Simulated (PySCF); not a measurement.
dibromo(difluoro)methane (CBr₂F₂), SMILES FC(Br)(F)Br. The structure is a stationary point at PBE-D3(BJ)/def2-SVP.

All values below come from PBE-D3(BJ)/def2-SVP (PySCF).

Harmonic wavenumbers (cm⁻¹): 158, 268, 312, 324, 357, 616, 767, 1091, 1176. Rotational constants (GHz): 3.157, 1.090, 0.9457; symmetry number 2.

Question: Work out the zero-point energy and the ideal-gas rigid-rotor harmonic-oscillator thermochemistry at 298.15 K and 1 atm.

Answer: ZPE = ½ Σ hcν = ½ × 5069 cm⁻¹ = 7.25 kcal/mol. H − E(el) = 11.20 kcal/mol. Entropy in cal/(mol K): translation 41.93, rotation 27.60, vibration 8.73, total 78.26. G − E(el) = -12.13 kcal/mol. Cp = 18.63 cal/(mol K).
